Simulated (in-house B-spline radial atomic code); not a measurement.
C²⁺. Computed with a B-spline radial atomic code. Model: all-electron spherical atom, spin shells full or empty, radial basis limit, no spin-orbit coupling: exact exchange with a local potential (Slater, KLI or optimised effective potential, whose far tail is KLI's), no correlation.

The run also made RPA and GW results, which its time includes.

The Slater potential averages the orbital exchange potentials with the orbital densities as weights, KLI adds orbital constants, and the optimised effective potential minimises the exact-exchange energy among local potentials. So their energies lie above Hartree-Fock in the order OEP, KLI, Slater. All fall off as −1/r, unlike LDA and GGA exchange.

Command:
```bash
python run_gw.py task.json out
```
Settings (lengths in bohr, energies in hartree):
```
Z                      6
electrons              4
configuration          [He] 2s2
hamiltonian            nr
method                 kli
lmax                   9
spin_polarised         False
box_radius             17.55
intervals              62
ion_configuration      [He] 2s1
```

Time taken, with all properties: 2.8 s on 1 thread of Arm Neoverse N1, on a shared host.

Given: hamiltonian non-relativistic; mean-field start exchange-only KLI.

Computed: energy above Hartree-Fock 0.97207 millihartree; virial ratio -E/T less 1 -0.001994.

```csv
radius (bohr),r times exchange potential (hartree bohr)
0.00833,-0.04201
0.00986,-0.049691
0.0117,-0.058906
0.0138,-0.069388
0.0163,-0.081813
0.0193,-0.096632
0.0229,-0.11427
0.0271,-0.13461
0.0321,-0.15845
0.038,-0.186
0.0449,-0.21736
0.0532,-0.25373
0.0629,-0.29422
0.0745,-0.33966
0.0881,-0.38865
0.104,-0.44005
0.123,-0.49335
0.146,-0.54671
0.173,-0.59519
0.205,-0.63549
0.242,-0.66286
0.287,-0.67411
0.339,-0.66372
0.401,-0.62593
0.475,?
0.562,-0.48786
0.665,-0.50103
0.787,-0.59974
0.932,-0.71029
1.1,-0.80227
1.3,?
1.54,-0.93121
1.83,-0.96753
2.16,-0.98677
2.56,-0.99576
3.03,-0.99895
3.59,-0.99981
```

Task: What belongs in the row 0.475?

Result: r times exchange potential (hartree bohr): -0.5571.

Task: What belongs in the row 1.3?

Result: r times exchange potential (hartree bohr): -0.8761.

```json
{"occupied": "1s", "level (hartree)": "-11.828", "Hartree-Fock level (hartree)": "-12.651"}
{"occupied": "2s", "level (hartree)": "-1.6933", "Hartree-Fock level (hartree)": "-1.694"}
```

```json
{"empty": "2p", "level (hartree)": "-1.3804"}
{"empty": "3s", "level (hartree)": "?"}
{"empty": "3p", "level (hartree)": "-0.56238"}
{"empty": "3d", "level (hartree)": "-0.50822"}
```

Task: What belongs in the row 3s?

Result: level (hartree): -0.63966.
